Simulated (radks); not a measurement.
Question: W32+, configuration [Kr] 4d6. Method: Dirac Kohn-Sham, LB94 model potential, spin-unpolarised, spherical densities, finite nucleus; open shells fill j = l - 1/2 first; Fermi nuclear charge, rms radius 5.3658 fm; computed with a radial shooting solver on a logarithmic mesh with Libxc functionals.

Spin-orbit splittings of the eigenvalues, e(l+1/2) - e(l-1/2), with zeta = 2 splitting/(2l+1) and mean radii in bohr:

| shell | occ. | splitting (eV) | zeta (eV) | <r> j=l-1/2 | <r> j=l+1/2 |
|---|---|---|---|---|---|
| 2p | 6 | 1363 | 908.7 | 0.06351 | 0.07147 |
| 3p | 6 | 298.3 | 198.9 | 0.1890 | 0.2032 |
| 3d | 10 | 65.11 | 26.04 | 0.1777 | 0.1820 |
| 4p | 6 | ? | ? | 0.4152 | 0.4389 |
| 4d | 6 | 18.13 | 7.250 | 0.4315 | 0.4383 |
| 5p | 0 | 35.14 | 23.42 | 0.7450 | 0.7758 |

Estimate the 4p splitting.

Answer: 86.14 eV (zeta = 57.43 eV).
